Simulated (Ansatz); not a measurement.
Molecule: CsAg, net charge 0, singlet state. SMILES: [Ag][Cs]
Geometry: optimised at B3LYP-D3(BJ)/def2-TZVP (Ansatz, a quantum-chemistry and plane-wave program).

Parts of the frozen-core correlation energy in def2-TZVPPD (Ansatz, hartree). Frozen orbitals: 8; correlated occupied orbitals by spin: 6 and 6; virtual: 81 and 81. Spin-orbit coupling is left out. In def2 rows, elements after Kr have scalar-relativistic effective core potentials.

```csv
term,value
reference (HF),-165.98235
MP2 opposite-spin,[?]
MP2 same-spin,[?]
CCSD correlation,[?]
(T),-0.01662
T1 diagnostic,0.040
largest doubles amplitude,0.052
```

Problem. Complete the blanks.

Solution. 
- MP2 opposite-spin, value: -0.27245
- MP2 same-spin, value: -0.15094
- CCSD correlation, value: -0.39549
